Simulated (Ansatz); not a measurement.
Input file for Ansatz (a program for electronic structure): U-CCSD(T)/cc-pVDZ on AsH3 (SMILES [AsH3]), a point of a bond scan (R = 2.059 Å). The run froze 14 orbitals, filled d shells among them.

Ansatz 0.2 input:
```yaml
crystal:
  periodic: [false, false, false]
  atoms:
    - {symbol: As, position_ang: [0.00042674, 0.00037277, 0.07075147]}
    - {symbol: H, position_ang: [-0.38003872, 1.66353203, -1.08196380]}
    - {symbol: H, position_ang: [-0.93712035, -0.86192286, -0.76812259]}
    - {symbol: H, position_ang: [1.20443737, -0.38272110, -0.78356432]}
basis:
  gaussian:
    orbitals: cc-pVDZ
correlation: {method: ccsd_t, electrons: outside_noble_gas}
scf: {omitted_lower_state_checks: [cluster_reference]}
magnetization: {spin_polarized: true, initial_magnetization: 0}
```

The log:

```
WARN ansatz: RAYON_NUM_THREADS=2 ignored (pool sized by the plan → 2); use --threads N
Functional definition: HF
these checks for a lower state are left out or cut short: cluster_reference
integrals: 0.02 GiB planned
457 factors; integrals over basis functions are off by at most 1.5e-3 eV
mean field: 0.10 GiB planned
mean field evaluation 1: about -60840.0615 eV, gradient 5.5e0 eV
mean field evaluation 2: about -60840.0632 eV, gradient 5.5e0 eV
mean field evaluation 4: about -60840.4440 eV, gradient 3.1e-1 eV
mean field evaluation 8: about -60840.4456 eV, gradient 4.7e-7 eV
mean field evaluation 16: about -60840.4671 eV, gradient 1.2e-5 eV
mean field -60840.46713275 eV, -2235.8459279789 hartree, gradient 2.4e-6 eV, S^2 0.169700; 3 other end points of the search recorded, 0 dependent functions left out
14 core orbitals not correlated
reference -60840.46713275 eV, -2235.8459279789 hartree; 4, 4 occupied and 24, 24 virtual orbitals, 457 factors
second order -3.30189523 eV of doubles, -0.00000000 eV of singles
coupled cluster: 0.07 GiB planned
cycle   1  -3.88349144 eV  change   -5.8e-1 eV  update   7.6e-2
cycle   2  -4.19388016 eV  change   -3.1e-1 eV  update   4.6e-2
cycle   3  -4.29335178 eV  change   -9.9e-2 eV  update   2.9e-2
cycle   4  -4.33373532 eV  change   -4.0e-2 eV  update   1.5e-2
cycle   5  -4.33951200 eV  change   -5.8e-3 eV  update   5.1e-3
cycle   6  -4.34207538 eV  change   -2.6e-3 eV  update   1.4e-3
cycle   7  -4.34205157 eV  change    2.4e-5 eV  update   5.5e-4
cycle   8  -4.34208729 eV  change   -3.6e-5 eV  update   2.0e-4
cycle   9  -4.34211355 eV  change   -2.6e-5 eV  update   7.2e-5
cycle  10  -4.34211053 eV  change    3.0e-6 eV  update   2.3e-5
cycle  11  -4.34210348 eV  change    7.1e-6 eV  update   7.5e-6
coupled cluster: 0.07 GiB planned
perturbative correction -0.12199548 eV, -0.0044832512 hartree
Total energy: -60844.93123171 eV, -2236.0099805898 hartree
Checks for a lower state left out: cluster_reference
```

The calculation finished and met its thresholds. Its determinant has ⟨S²⟩ = 0.17, a mixture of spin states.

Cost: roughly 2.8 core-seconds.
